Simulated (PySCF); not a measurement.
Ge(OMe)(SiH3) (CH₆GeOSi), SMILES [O]([Ge][SiH3])C (connectivity only; charge and spin as stated), neutral, multiplicity 1.

Geometry: B3LYP-D3(BJ)/def2-SVP. The structure was generated by enumeration; whether it is a known compound was not checked. One conformer was computed; it need not be the lowest.

All values below come from PBE/def2-TZVP in PySCF.

Symmetry labels are those of the subgroup Cs that the program uses (full group Cs).

Computed valence orbital energies around the gap with their symmetry:
```
orbital  symmetry  energy (eV)
-------  --------  -----------
HOMO−7         A"       -11.05
HOMO−6         A'       -10.97
HOMO−5         A'        -9.63
HOMO−4         A"        -8.28
HOMO−3         A'        -8.16
HOMO−2         A"        -7.23
HOMO−1         A'        -7.13
HOMO           A'        -5.33
LUMO           A"        -3.32
LUMO+1         A'        -0.94
LUMO+2         A'        -0.06
LUMO+3         A'         0.45
```
